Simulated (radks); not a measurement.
Problem. Dy59+, configuration [He] 2s2 2p3. Calculated with a radial shooting solver on a logarithmic mesh with Libxc functionals: non-relativistic Kohn-Sham, LDA (Slater exchange, Perdew-Wang correlation), spin-unpolarised, spherical densities, point nucleus; relativity is left out, which matters for an element this heavy. Some entries of the table are withheld. Estimate them.

| orbital | occ. | eigenvalue (eV) | <1/r> (bohr^-1) |
|---|---|---|---|
| 1s | 2 | (1) | (2) |
| 2s | 2 | -12947.12 | (3) |
| 2p | 3 | (4) | (5) |

Solution. 
(1) 1s eigenvalue (eV): -55747.46
(2) 1s <1/r> (bohr^-1): 65.51
(3) 2s <1/r> (bohr^-1): 15.82
(4) 2p eigenvalue (eV): -12720.69
(5) 2p <1/r> (bohr^-1): 15.78
